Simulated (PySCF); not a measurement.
Stepwise substitution at one centre (Ga CH3-SH). Isolated molecules, 0 K electronic values unless said otherwise. One relaxed conformer stands for each flexible species; it need not be the lowest. Strings in code marks are SMILES.

Quantity: redistribution energy (mixed species minus the weighted end members), in kcal/mol.

Level 1: B3LYP-D3(BJ)/def2-TZVP (PySCF)
Level 2: B3LYP/6-31G* // B3LYP-D3(BJ)/def2-TZVP (PySCF)
Level 3: SVWN5/6-31G* // B3LYP-D3(BJ)/def2-TZVP (PySCF)
Level 4: HF/STO-3G // B3LYP-D3(BJ)/def2-TZVP (PySCF)

| species | level 2 | level 3 | level 4 |
|---|---|---|---|
| 2 of 3 CH3 replaced by SH: `[CH3][Ga]([SH])[SH]` (S–Ga–S–H torsion -180°, S–Ga–S–H torsion 180°) | -3.91 | -4.15 | -1.76 |
| 1 of 3 CH3 replaced by SH: `[CH3][Ga]([SH])[CH3]` (C–Ga–S–H torsion 179°) | -4.55 | -4.90 | -2.11 |

Task: What does level 1 give for each?

Result: 
- 2 of 3 CH3 replaced by SH: `[CH3][Ga]([SH])[SH]` (S–Ga–S–H torsion -180°, S–Ga–S–H torsion 180°): -3.30
- 1 of 3 CH3 replaced by SH: `[CH3][Ga]([SH])[CH3]` (C–Ga–S–H torsion 179°): -3.80
